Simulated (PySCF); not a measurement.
Electron correlation in Co (cobalt, neutral)

[Ar] 3d6 4s2 4p1, one real determinant (an excited configuration). Calculation: PySCF 2.14, in aug-cc-pVTZ-DK (8s7p5d3f2g, 93 functions); the spin-free X2C one-electron Hamiltonian (Gaussian nucleus). Frozen: [Ar]; 9 electrons correlated.

```csv
level,correlation energy (mhartree)
CCSD,-215.58
(T),-16.82
CCSD(T),-232.40
```

Diagnostics: T1 = 0.056, D1 = 0.2301, largest double amplitude 0.185.

The real determinant used has ⟨L²⟩ near 8 against 12 for a pure F term, so it mixes terms. T1 exceeds 0.03, a sign that the reference determinant is poor. A double-excitation amplitude exceeds 0.15, a sign of near-degeneracy.

Cost of the coupled-cluster step: roughly 50 core-seconds, for 9 correlated electrons.

Iterations:

```
CC2 = 0
CCSD nocc = (np.int64(7), np.int64(2)), nmo = (84, 84)
frozen orbitals [[0, 1, 2, 3, 4, 5, 6, 7, 8], [0, 1, 2, 3, 4, 5, 6, 7, 8]]
max_cycle = 100
direct = 0
conv_tol = 1e-08
conv_tol_normt = 1e-06
diis_space = 8
diis_start_cycle = 0
Init t2, MP2 energy = -0.204939689104529
Init E_corr(UCCSD) = -0.204939689365274
cycle = 1  E_corr(UCCSD) = -0.209905095281084  dE = -0.00496540592  norm(t1,t2) = 0.0975731
cycle = 2  E_corr(UCCSD) = -0.216349674942693  dE = -0.00644457966  norm(t1,t2) = 0.0756061
cycle = 3  E_corr(UCCSD) = -0.21150268007963  dE = 0.00484699486  norm(t1,t2) = 0.0913764
cycle = 4  E_corr(UCCSD) = -0.208280316483292  dE = 0.0032223636  norm(t1,t2) = 0.0637094
cycle = 5  E_corr(UCCSD) = -0.212231914708558  dE = -0.00395159823  norm(t1,t2) = 0.0283417
cycle = 6  E_corr(UCCSD) = -0.212969844778027  dE = -0.000737930069  norm(t1,t2) = 0.0226975
cycle = 7  E_corr(UCCSD) = -0.213926051935858  dE = -0.000956207158  norm(t1,t2) = 0.0172711
cycle = 8  E_corr(UCCSD) = -0.215432079120893  dE = -0.00150602719  norm(t1,t2) = 0.0109122
cycle = 9  E_corr(UCCSD) = -0.215475409476972  dE = -4.33303561e-05  norm(t1,t2) = 0.00708191
cycle = 10  E_corr(UCCSD) = -0.215497951173484  dE = -2.25416965e-05  norm(t1,t2) = 0.0029972
cycle = 11  E_corr(UCCSD) = -0.215593245731045  dE = -9.52945576e-05  norm(t1,t2) = 0.00188605
cycle = 12  E_corr(UCCSD) = -0.215589176732455  dE = 4.06899859e-06  norm(t1,t2) = 0.000800327
cycle = 13  E_corr(UCCSD) = -0.215579390675187  dE = 9.78605727e-06  norm(t1,t2) = 0.000541192
cycle = 14  E_corr(UCCSD) = -0.215586052823558  dE = -6.66214837e-06  norm(t1,t2) = 0.000368871
cycle = 15  E_corr(UCCSD) = -0.215588458809955  dE = -2.4059864e-06  norm(t1,t2) = 0.000279346
cycle = 16  E_corr(UCCSD) = -0.21558515225172  dE = 3.30655823e-06  norm(t1,t2) = 0.000183984
cycle = 17  E_corr(UCCSD) = -0.215580025289613  dE = 5.12696211e-06  norm(t1,t2) = 9.64433e-05
cycle = 18  E_corr(UCCSD) = -0.215577656594476  dE = 2.36869514e-06  norm(t1,t2) = 3.9198e-05
cycle = 19  E_corr(UCCSD) = -0.215576689810168  dE = 9.66784308e-07  norm(t1,t2) = 2.2093e-05
cycle = 20  E_corr(UCCSD) = -0.215576676535433  dE = 1.32747354e-08  norm(t1,t2) = 9.80117e-06
cycle = 21  E_corr(UCCSD) = -0.215576694516475  dE = -1.79810423e-08  norm(t1,t2) = 5.57957e-06
cycle = 22  E_corr(UCCSD) = -0.215576789895385  dE = -9.53789097e-08  norm(t1,t2) = 3.57573e-06
cycle = 23  E_corr(UCCSD) = -0.215576790561965  dE = -6.66580346e-10  norm(t1,t2) = 2.24339e-06
cycle = 24  E_corr(UCCSD) = -0.215576794759071  dE = -4.19710597e-09  norm(t1,t2) = 1.2118e-06
cycle = 25  E_corr(UCCSD) = -0.21557679693981  dE = -2.18073903e-09  norm(t1,t2) = 5.89736e-07
UCCSD converged
E(UCCSD) = -1391.910154614001  E_corr = -0.2155767969398101
UCCSD(T) correction = -0.0168241338623112
```

The reference is one real determinant that mixes LS terms of this configuration.
